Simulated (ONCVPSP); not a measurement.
# u(r) = r·R(r): atom against pseudo-atom (silicon (Si))

Columns: radius, all-electron u(r) and pseudo u(r) of the 3p shell (level -4.17 eV) of silicon in the configuration [Ne] 3s2 3p2; LDA (Perdew-Zunger), scalar-relativistic, ONCV scheme, ONCVPSP 4.0.1.

| r (bohr) | all-electron | pseudo |
| --- | --- | --- |
| 0.108 | -0.1142 | 0.0044 |
| 0.215 | -0.2295 | 0.0175 |
| 0.322 | -0.2632 | 0.0388 |
| 0.430 | -0.2304 | 0.0683 |
| 0.538 | -0.1574 | 0.1049 |
| 0.645 | -0.0658 | 0.1470 |
| 0.752 | 0.0319 | 0.1935 |
| 0.860 | 0.1286 | 0.2434 |
| 0.968 | 0.2188 | 0.2947 |
| 1.075 | 0.2992 | 0.3455 |
| 1.182 | 0.3697 | 0.3950 |
| 1.290 | 0.4308 | 0.4422 |
| 1.398 | 0.4818 | 0.4855 |
| 1.505 | 0.5232 | 0.5233 |
| 1.612 | 0.5560 | 0.5551 |
| 1.720 | 0.5813 | 0.5805 |
| 1.828 | 0.5995 | 0.5992 |
| 1.935 | 0.6115 | 0.6114 |
| 2.042 | 0.6180 | 0.6180 |
| 2.150 | 0.6200 | 0.6200 |
| 2.258 | 0.6180 | 0.6180 |
| 2.365 | 0.6126 | 0.6126 |
| 2.472 | 0.6045 | 0.6044 |
| 2.580 | 0.5939 | 0.5939 |
| 2.688 | 0.5814 | 0.5814 |
| 2.795 | 0.5675 | 0.5675 |

(1) How many radial nodes do the two functions have?

(2) At about which radius was the pseudo-wave matched?

(3) Is the pseudo-wave norm-conserving?

Results:

(1) The all-electron 3p function has n − l − 1 = 1; the pseudo-wave has 0, since the states of the same l below it are removed with the core.

(2) 2.15 bohr. The columns agree to 0.0005 from 1.83 bohr on; several derivatives are matched, so the curves merge somewhat inside the radius.

(3) Yes: the ONCV scheme keeps the norm inside the radius equal to the all-electron one, which fixes the energy derivative of the logarithmic derivative at the level.
